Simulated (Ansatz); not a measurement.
Species: C₂H₆Br₂Ge, net charge 0, singlet state. SMILES: [Br][Ge]([CH3])([Br])[CH3]
Geometry: optimised at B3LYP-D3(BJ)/def2-TZVP (Ansatz, an electronic-structure program).

Wanted: vertical ionisation energy (to the doublet state of charge +1; each state is the SCF solution reached for its spin; for the doublet the Hartree-Fock reference is unstable and T1 is 0.017), in eV. Valence correlation only, unless marked. UHF or UKS for open shells. No spin-orbit coupling. The frozen core is the preceding noble-gas configuration, with the filled d and f shells of earlier blocks. No relativistic terms.  The program attaches cautions to a run behind CCSD/aug-cc-pVDZ: other roots. The program attaches cautions to a run behind CCSD/aug-cc-pVTZ: other roots. The program attaches cautions to a run behind CCSD(T)/aug-cc-pVDZ: other roots. The program attaches cautions to a run behind CCSD(T)/aug-cc-pVTZ: other roots.

```
level                 program  vertical ionisation energy (eV)
--------------------  -------  -------------------------------
HF/aug-cc-pVQZ         Ansatz                             9.61
PBE/def2-TZVPD         Ansatz                             9.44
r2SCAN/def2-TZVPD      Ansatz                             9.68
PBE0/def2-TZVPD        Ansatz                             9.91
BHLYP/def2-TZVPD       Ansatz                            10.23
CAM-B3LYP/def2-TZVPD   Ansatz                            10.24
wB97M-V/def2-TZVPD     Ansatz                            10.34
B2PLYP/def2-TZVPD      Ansatz                            10.16
RI-MP2/aug-cc-pVTZ     Ansatz                            10.63
RI-MP2/aug-cc-pVQZ     Ansatz                            10.72
CCSD/aug-cc-pVDZ       Ansatz                            10.30
CCSD/aug-cc-pVTZ       Ansatz                            10.42
CCSD(T)/aug-cc-pVDZ    Ansatz                            10.24
CCSD(T)/aug-cc-pVTZ    Ansatz                            10.37
```
